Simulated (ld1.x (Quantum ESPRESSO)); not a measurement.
**oxygen: excitation energies, all-electron against TM**

| Property | Result |
| --- | --- |
| Element | oxygen |
| Generator | ld1.x (Quantum ESPRESSO) 7.5 |
| Type | norm-conserving Troullier–Martins (Kleinman–Bylander form) |
| Functional | LDA (PZ) |
| Relativity | non-relativistic |
| Frozen core | [He] |
| Valence charge | 6 |
| Reference configuration | 2s2 2p4 |
| Partial waves | 2p (bound): rc 1.25 bohr; 3d channel at 0.1 Ry: rc 0.95 bohr; 2s (bound): rc 0.80 bohr |
| Local potential | the s channel |
| Core correction | Bessel-smoothed model core inside 0.75 bohr |

Energies are relative to the spin-unpolarised reference configuration 2s2 2p4; without spin polarisation the order of configurations can differ from experiment. Spin-polarised rows fill each open shell by Hund’s rule, majority spin first.

```csv
valence configuration,charge,ΔE all-electron (eV),error AE − PS (meV)
2s2 2p3,+1,16.592,+6.7
2s2 2p2,+2,50.307,+77
2s2 2p1,+3,104.274,+370
2s2 2p0,+4,181.227,+1208
2s2 2p3.5,+0.5,6.370,+0.8
2s1 2p4,+1,31.372,-3.8
2s2 2p3 (spin-polarised),+1,12.580,+258
```

(1) What are ΔE and the potential's error for 2s0 2p6?

(2) What are ΔE and the potential's error for 2s2 2p4 (spin-polarised)?

## Answers

(1) ΔE = 29.121 eV all-electron; the error (AE − PS) is +67 meV.

(2) ΔE = -1.409 eV all-electron; the error (AE − PS) is +82 meV.
